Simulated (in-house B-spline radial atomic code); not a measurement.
The numbers below are computed, except where a source is named.
**What the choice of pseudopotential does to G0W0 on PBE: Si²⁺**

All numbers come from a B-spline radial code for spherical atoms, non-relativistic, configuration [Ne] 3s2, open shells at high spin. Semilocal Troullier-Martins pseudo-atoms, one channel per l, are made with PBE or LDA for several valence sets and radii, with or without a model core, and set against the all-electron atom. One channel fits only the lowest state of its l, so a second state of that l is approximate. All electrons give 3s: PBE -28.478 eV, G0W0 -33.75 eV, 2p: PBE -116.94 eV, G0W0 -130.68 eV. Potentials are made in the ion's own configuration unless the neutral atom is named, and a smooth local potential serves every l without a channel. Potentials that miss their own reference levels by more than 6 millihartree, or need radii over 3.5 bohr, are left out. Columns give pseudo minus all-electron, in eV; a dash marks a level in the core or of low weight.

| valence | made with | radii (bohr) | model core (bohr) | 3s PBE | 3s G0W0 | 2p PBE | 2p G0W0 |
| --- | --- | --- | --- | --- | --- | --- | --- |
| 3s | PBE, neutral atom | s 1.61 p 1.93 | none | +0.02 | +0.17 | - | - |
| 3s | PBE, neutral atom | s 2.06 p 2.47 | none | +0.02 | +0.16 | - | - |
| 3s | PBE | s 1.35 p 1.52 | 1.17 | 0.00 | +0.13 | - | - |
| 3s | PBE | s 1.69 p 1.90 | 1.17 | 0.00 | +0.16 | - | - |
| 2p 3s | PBE, neutral atom | s 1.44 p 0.50 | none | +0.04 | -0.43 | -0.11 | +3.14 |
| 2p 3s | PBE | s 1.52 p 0.52 | none | 0.00 | -0.45 | 0.00 | +3.18 |
| 2p 3s | PBE | s 1.69 p 0.58 | none | 0.00 | -0.44 | 0.00 | +3.19 |
| 2p 3s | PBE, neutral atom | s 1.44 p 0.50 | 0.17 | +0.04 | -0.44 | -0.11 | +3.14 |
| 2p 3s | PBE, neutral atom | s 1.79 p 0.58 | 0.17 | +0.06 | -0.40 | -0.09 | +3.16 |
| 2p 3s | PBE, neutral atom | s 2.06 p 0.67 | 0.17 | +0.11 | -0.39 | +0.10 | +3.55 |
| 2s 2p 3s | PBE, neutral atom | s 0.46 p 0.58 | none | 0.00 | -0.08 | +0.10 | +0.56 |
| 2s 2p 3s | PBE, neutral atom | s 0.53 p 0.67 | none | +0.02 | -0.07 | +0.21 | +0.67 |
| 2s 2p 3s | PBE | s 0.45 p 0.58 | 0.17 | -0.03 | -0.12 | 0.00 | +0.45 |
| 2s 2p 3s | PBE, neutral atom | s 0.60 p 0.76 | 0.17 | +0.04 | -0.06 | +0.38 | +0.86 |

How does the G0W0 shift of 3s, which all sets hold, depend on the valence set?

Mean size: 2s 2p 3s: 0.08 eV; 3s: 0.16 eV; 2p 3s: 0.42 eV. A larger valence set can do worse when it takes only part of a shell, whose exchange with the frozen rest is then left to the functional. The means mix radii and the functional used in making the potentials.
